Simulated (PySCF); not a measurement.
# Unknown compound

The spectra below were simulated for a compound C5H11N3Si.

1H NMR (300 MHz, computed): δ 7.62 (s, 1H), 5.37 (sept, 1H), 2.44 (s, 3H), 0.49 (d, 6H).

13C{1H} NMR (computed): δ 156.8 (C), 154.1 (CH), 15.1 (CH3), -1.9 (CH3).

[PySCF 2.14.0 with density-fitted response routines: NMR shieldings at PBE/pcSseg-1/GIAO; PBE0-D3(BJ)/def2-SVP geometry; non-relativistic Hamiltonian; one averaged value for each set of equivalent atoms; a single conformation; in vacuum]

Referencing at the same level of theory: TMS for 1H (31.20 ppm), 13C (180.03 ppm).

What is the structure?

## Answers


- The formula gives 3 degrees of unsaturation (1 ring in the answer).
- 4 carbon signals for 5 carbons: some carbons are equivalent by symmetry or fast rotation.
- Carbon types of the structure: 1 × C, 1 × CH, 3 × CH3, leaving 1 H on heteroatoms.
- δC 156.8: substituted aromatic carbon next to a ring nitrogen.
- δC 154.1: aromatic CH between two ring heteroatoms.
- δC 15.1: methyl carbon on an aromatic ring; aliphatic region, no heteroatom directly attached.
- δC -1.9: methyl carbon bonded to Si; an electropositive neighbour leaves it electron-rich and shielded.
- δH 7.62: hydrogen on an aromatic CH between two ring heteroatoms; ring-current deshielding.
- δH 2.44: hydrogen on a methyl carbon on an aromatic ring; benzylic-type position, deshielded by the ring.
- δH 0.49: hydrogen on a methyl carbon bonded to Si; an electropositive neighbour shields it, as in TMS itself.

Structure: `InChI=1S/C5H11N3Si/c1-5-6-4-7-8(5)9(2)3/h4,9H,1-3H3`.

The data come from this structure; uniqueness wasn't tested.

Shifts are as computed. Against solution values, carbons near 30 ppm lie about +2 ppm off and those near 130 ppm about +2 ppm (rms about the fit 1.8 ppm; single classes can miss by 10 ppm). Of 1328 compounds with measured shifts, 309 miss one by over three times the rms of a fit or turn the order of signals round; such compounds aren't used in these exercises. Signals without a measured value on file couldn't be tested in this way. No couplings were computed; multiplicities are counted from neighbouring protons, with m where these are inequivalent, close in shift, in a saturated or five-membered ring or joined by F or P, and br s for small geminal =CH2 splittings.
